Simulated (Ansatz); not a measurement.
Cl$_{2}$H$_{4}$O$_{2}$Si$_{2}$, SMILES `O[Si@@H](Cl)[Si@@H](O)Cl`, relaxed with RKS PBE0-D4/def2-TZVP in Ansatz from a GFN2-xTB geometry. The force threshold is 0.005 eV/Å; the program also tests the step.

Total charge 0; spin multiplicity 1.

Start:

```xyz
10

O    -2.125   -0.192    0.543
Si   -1.027    0.692   -0.268
Cl   -1.428    2.554    0.370
Si    1.083   -0.013    0.297
O     1.097   -1.470   -0.432
Cl    2.595    1.108   -0.461
H    -2.162   -1.143    0.502
H    -1.360    0.647   -1.697
H     1.439   -0.197    1.710
H     1.889   -1.986   -0.564
```

```tsv
step	energy (eV)	largest force (eV/Å)	largest move (Å)
1	-44949.3300	0.855	0.000
2	-44949.4170	0.426	0.134
3	-44949.4593	0.198	0.069
4	-44949.4689	0.130	0.052
5	-44949.4783	0.193	0.160
6	-44949.4833	0.141	0.046
7	-44949.4877	0.080	0.054
8	-44949.4921	0.210	0.108
9	-44949.4940	0.147	0.044
10	-44949.4954	0.141	0.127
11	-44949.4972	0.104	0.026
13 (rejected)	-44949.4991	0.408	0.054
15	-44949.5014	0.475	0.096
17 (rejected)	-44949.5096	0.527	0.065
19	-44949.5178	0.598	0.098
21 (rejected)	-44949.5081	0.953	0.194
23	-44949.5471	0.228	0.098
25	-44949.5578	0.197	0.086
27	-44949.5745	0.262	0.195
29	-44949.5802	0.189	0.119
31	-44949.5850	0.095	0.058
33 (rejected)	-44949.5853	0.038	0.024
35	-44949.5857	0.004	0.009
37	-44949.5858	0.015	0.009
39	-44949.5858	0.004	0.003
```

End:

```xyz
10

O    -1.992   -0.437   -0.683
Si   -1.067    0.825   -0.205
Cl   -1.665    1.562    1.628
Si    1.128    0.059    0.085
O     0.877   -1.506    0.521
Cl    2.175    0.166   -1.690
H    -1.784   -1.290   -0.294
H    -1.263    1.903   -1.196
H     1.962    0.775    1.081
H     1.629   -2.055    0.752
```

Hardware: 2 threads of an AMD EPYC 7R13 on a shared host and a share of an NVIDIA H100 80 GB. Wall time 52 s, peak host memory 0.92 GiB.
